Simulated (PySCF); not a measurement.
From computed data to an observable: dipole moment from atomic charges

CH3F3OSi, SMILES O[Si](F)(F)CF. Atoms are numbered in the order given.

```xyz
9

O     -1.1929     0.5803     0.9711
Si    -0.3139    -0.2632    -0.1402
F     -0.5087    -1.8586     0.0846
F     -0.8449     0.0209    -1.6491
C      1.5040     0.2363     0.0510
F      1.5169     1.4469     0.7667
H     -0.6481     1.2853     1.3729
H      2.0139     0.3848    -0.9258
H      2.0772    -0.5287     0.6203
```

Geometry optimised at PBE-D3(BJ)/def2-SVP. This is a generated structure with no PubChem entry under its InChIKey; it may be hypothetical. The values are those of a single conformer.

Charges (e) from HF/def2-TZVP (PySCF):

```csv
atom,Mulliken,IAO
O1,-0.630,-0.845
Si2,1.230,1.930
F3,-0.405,-0.577
F4,-0.405,-0.578
C5,-0.110,-0.247
F6,-0.319,-0.379
H7,0.380,0.392
H8,0.130,0.153
H9,0.129,0.151
```

The dipole moment of the full density is 2.52 D.

Q: What dipole moment does each set of point charges give, and which comes closer to that of the density?

A: 
μ = Σ q r, and 1 e Å = 4.8032 D.
Mulliken: Σ q r = (0.548, 0.038, 0.081) e Å, |μ| = 2.67 D.
IAO: Σ q r = (0.605, -0.062, 0.000) e Å, |μ| = 2.92 D.
Mulliken comes closer in size. Point charges leave out the atoms' own dipoles (lone pairs, polarised bonds); fits to the potential absorb them, partitions of the density don't.
